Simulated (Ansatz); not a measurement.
Cost and result for the atomization energy of CH₈AlNSi, SMILES `C[SiH](N)[AlH2]` (12 atoms, 11 bonds).

```xyz
12

C    -1.365    1.066    0.136
Si    0.139   -0.005    0.517
N    -0.191   -1.692    0.728
Al    1.887    0.166   -1.210
H    -1.831    0.787   -0.812
H    -2.118    0.966    0.923
H    -1.082    2.121    0.078
H     0.662    0.484    1.831
H    -0.260   -2.298   -0.073
H    -0.777   -2.019    1.480
H     2.811    1.455   -1.362
H     2.127   -1.031   -2.237
```

Charge 0, multiplicity 1. The structure was optimised at the PBE0-D4/def2-TZVP level. It is one conformer, not always the lowest. Program: Ansatz. All runs use 4 threads of an Arm Neoverse V1 on a shared host. Times are those of one run each, without the atoms' runs, and a repeat can differ threefold. Electronic energies, without spin–orbit coupling; frozen cores. CCSD(T)/CBS adds CCSD(T) − MP2 in def2-TZVPP to the MP2 limit, and its time is that of the two runs behind it. T1 = 0.011. B3LYP takes the VWN-RPA correlation (the form of Gaussian; ORCA's B3LYP/G).

CCSD(T)/CBS is a level of theory with its own doubt, some kJ/mol a heavy atom from the limit and from the frozen cores, so smaller differences don't rank the functionals.

```tsv
level	functions	wall time
PBE-D4/def2-TZVPP (with forces)	258	2.6 s
PBE0-D4/def2-TZVPP	258	3 s
B3LYP-D4/def2-TZVPP (with forces)	258	4.7 s
r2SCAN-D4/def2-TZVPP (with forces)	258	5.5 s
B2PLYP/def2-TZVPP	258	5.5 s
ωB97X-V/def2-TZVPP	258	8.5 s
ωB97M-V/def2-TZVPP (with forces)	258	13 s
MP2/def2-QZVPP	494	22 s
CCSD(T)/def2-TZVPP	258	110 s
CCSD(T)/CBS(def2)	–	2.1 min
```

Q: What atomization energy does each give, and how far from CCSD(T)/CBS? (An estimate is asked.)

A: The calculation gave: 
| level | atomization (kJ/mol) | difference from CCSD(T)/CBS | per bond |
| --- | --- | --- | --- |
| PBE-D4/def2-TZVPP (with forces) | 3862.9 | 3.5 | 0.3 |
| PBE0-D4/def2-TZVPP | 3829.4 | -30.0 | -2.7 |
| B3LYP-D4/def2-TZVPP (with forces) | 3859.7 | 0.3 | 0.0 |
| r2SCAN-D4/def2-TZVPP (with forces) | 3845.6 | -13.8 | -1.3 |
| B2PLYP/def2-TZVPP | 3805.4 | -54.0 | -4.9 |
| ωB97X-V/def2-TZVPP | 3878.8 | 19.4 | 1.8 |
| ωB97M-V/def2-TZVPP (with forces) | 3862.3 | 2.9 | 0.3 |
| MP2/def2-QZVPP | 3816.2 | -43.2 | -3.9 |
| CCSD(T)/def2-TZVPP | 3754.4 | -105.0 | -9.6 |
| CCSD(T)/CBS(def2) | 3859.4 | 0.0 | 0.0 |

The D4 term adds +36.6 kJ/mol with B3LYP and +19.4 kJ/mol with PBE0; it sums over pairs of atoms, weighted by their polarisabilities, and B3LYP, whose exchange is more repulsive, gets the larger term. In def2-TZVPP, CCSD(T) changes the Hartree–Fock value by +914.5 kJ/mol (the triples alone add +40.9 kJ/mol) and MP2 by +913.6 kJ/mol; breaking electron pairs costs correlation energy, which Hartree–Fock lacks. From PBE to PBE0 (25 % exact exchange), in def2-TZVPP and without D4, the atomization energy moves by −30.2 kJ/mol: exact exchange takes away binding that semilocal exchange gives to molecules.
